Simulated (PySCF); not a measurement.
Input for PySCF:
```python
from pyscf import gto, scf, dft

mol = gto.Mole()
mol.atom = '''
    C     2.34158793    1.08833734   -0.23254345
    C     1.81308624   -0.21245295    0.23514570
    C     0.57128543   -0.28375438    0.99009097
    Ge   -1.07453076   -0.17696050   -0.19641555
    H     3.39174683    1.01031274   -0.50702840
    H     2.22969830    1.85358314    0.53682327
    H     1.79497394    1.44449263   -1.11790682
    H     2.22200223   -1.11630520   -0.18495243
    H     0.48513465   -1.22031642    1.54291825
    H     0.47778719    0.54938448    1.69008991
    H    -1.12861210   -1.30931318   -1.17636722
    H    -1.06910268    1.07790469   -1.01600632
    H    -2.37440174   -0.17978707    0.56156785
'''
mol.basis = 'pcseg-1'
mol.spin = 1
mol.verbose = 4
mol.build()

mf = dft.UKS(mol)
mf.xc = 'pbe'
mf = mf.density_fit(auxbasis='def2-universal-jkfit')
mf.kernel()
mf.analyze()
```

Problem. Give the nuclear repulsion energy at the level DF-PBE/pcseg-1 (PySCF).

Solution. 258.4391 Eh

Problem. What total energy does DF-PBE/pcseg-1 give?

Solution. -2195.923776 Ha

Problem. What <S^2> does DF-PBE/pcseg-1 give?

Solution. 0.753

Problem. Give the dipole moment at the level DF-PBE/pcseg-1.

Solution. 0.53 D

Problem. Estimate the HOMO energy that DF-PBE/pcseg-1 returns for this input.

Solution. -3.90 eV

Problem. Estimate the number of basis functions that DF-PBE/pcseg-1 returns for this input.

Solution. 114

These values belong to the state on which the SCF converged, which isn't shown to be the lowest.
